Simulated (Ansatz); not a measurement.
InH2Me (CH₅In). Charge 0, multiplicity 1. Geometry PBE0-D4/def2-TZVP; atoms count from 1.

```
atom    x (Å)    y (Å)    z (Å)
 In1   0.0520  -0.6947   0.9072
  H2  -1.0968  -0.5321   2.1917
  H3   1.2533  -1.9371   0.9990
  C4  -0.0310   0.6227  -0.7938
  H5  -0.7469   0.2245  -1.5180
  H6   0.9396   0.6993  -1.2843
  H7  -0.3704   1.6173  -0.5019
```

In the def2 sets In takes a core potential; there is no spin–orbit coupling.

(1) Estimate the Mulliken populations from the PBE0/def2-TZVP orbitals of Ansatz.

(2) And the Mayer bond orders between bonded heavy atoms (over 0.3)?

Results:

(1) 
```csv
atom,charge (e)
In1,0.50
H2,-0.12
H3,-0.12
C4,-0.69
H5,0.14
H6,0.15
H7,0.15
```
Mulliken values and Mayer orders depend strongly on the basis.

(2) In1–C4 0.90 (2.15 Å).
